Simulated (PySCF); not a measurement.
H₅NO₂Si. Atoms are numbered in the order given.

```xyz
9

Si    -0.0210     0.0363     0.3382
N     -0.8594    -1.4009    -0.0851
O     -0.6707     1.3918    -0.3710
O      1.5518     0.0236    -0.2177
H     -0.0930     0.1103     1.8206
H     -1.5372    -1.7899     0.5627
H     -1.1230    -1.5886    -1.0482
H     -0.0269     2.0374    -0.6870
H      2.0412    -0.7951    -0.0773
```

Geometry: B3LYP-D3(BJ)/def2-SVP. Other conformers were not sampled.

Level of theory: PySCF with TDDFT-ωB97X/def2-SVPD.

Vertical excitations. 

```
state  energy (eV)  λ (nm)      f                                                                  main pairs
-----  -----------  ------  -----  --------------------------------------------------------------------------
S1            7.43     167  0.072                           HOMO→LUMO 59 %, HOMO→LUMO+1 22 %, HOMO→LUMO+2 9 %
S2            8.39     148  0.006        HOMO−2→LUMO 26 %, HOMO→LUMO+1 22 %, HOMO→LUMO 14 %, HOMO→LUMO+2 10 %
S3            8.47     146  0.038  HOMO−1→LUMO 48 %, HOMO−1→LUMO+2 11 %, HOMO−2→LUMO 10 %, HOMO−2→LUMO+2 10 %
S4            8.63     144  0.072                                           HOMO→LUMO+2 52 %, HOMO−1→LUMO 8 %
S5            8.87     140  0.001       HOMO→LUMO+3 36 %, HOMO→LUMO+8 19 %, HOMO→LUMO+4 11 %, HOMO→LUMO+6 7 %
S6            9.03     137  0.012       HOMO→LUMO+1 28 %, HOMO→LUMO+3 24 %, HOMO→LUMO+5 13 %, HOMO−2→LUMO 6 %
S7            9.40     132  0.088                    HOMO−1→LUMO+1 56 %, HOMO−1→LUMO+5 9 %, HOMO−2→LUMO+1 9 %
S8            9.45     131  0.078   HOMO−1→LUMO+2 38 %, HOMO−2→LUMO 9 %, HOMO−2→LUMO+1 8 %, HOMO−1→LUMO+4 7 %
S9            9.60     129  0.013   HOMO−3→LUMO 28 %, HOMO→LUMO+5 10 %, HOMO−1→LUMO+2 10 %, HOMO−4→LUMO+2 7 %
S10           9.63     129  0.065      HOMO→LUMO+5 24 %, HOMO−1→LUMO 12 %, HOMO−3→LUMO 8 %, HOMO−2→LUMO+2 8 %
T1            7.17     173      0                           HOMO→LUMO 52 %, HOMO→LUMO+1 25 %, HOMO→LUMO+2 9 %
T2            8.08     154      0      HOMO→LUMO+2 41 %, HOMO−1→LUMO 18 %, HOMO→LUMO+4 10 %, HOMO→LUMO+1 10 %
T3            8.12     153      0                       HOMO−2→LUMO 37 %, HOMO−1→LUMO+2 20 %, HOMO→LUMO+1 9 %
T4            8.18     152      0       HOMO→LUMO+2 28 %, HOMO−1→LUMO 27 %, HOMO→LUMO 10 %, HOMO−2→LUMO+2 8 %
```
Triplets are in the Tamm–Dancoff approximation, which puts them higher than full response would, so one can lie above its singlet here.
